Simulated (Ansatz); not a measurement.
CH5BInNS at its PBE0-D4/def2-TZVP geometry, where that method's forces vanish. The species carries charge 0 and has multiplicity 1. In: def2 effective core potential. The bonds changed during the relaxation, so this is another structure than the one it started from.

```xyz
10

N    -0.4005    1.9959    1.0326
C     0.1174    0.9994    0.6326
S     1.8468   -0.0607   -1.3932
B     0.8065   -0.2181    0.1611
In   -1.2066   -1.2404   -0.4126
H    -1.3657    2.2872    0.9642
H     2.9175    0.5263   -0.8310
H     1.0867   -0.9866    1.0515
H    -2.7147   -0.7017    0.2571
H    -1.0873   -2.6011   -1.4621
```

**Question.** What forces (eV/Å) does r2SCAN-D4/def2-TZVPP give on these atoms in the Gaussian-basis code of Ansatz? (Estimate.)

**Answer.** The calculation gave: 
```
N1  -0.138  0.400  0.170
C2   0.153 -0.370 -0.147
S3   0.043 -0.012 -0.094
B4  -0.061  0.000  0.098
In5 -0.018 -0.019 -0.004
H6  -0.025 -0.005 -0.013
H7   0.022  0.015  0.006
H8   0.002 -0.011 -0.014
H9   0.025 -0.012 -0.010
H10 -0.004  0.013  0.009
```
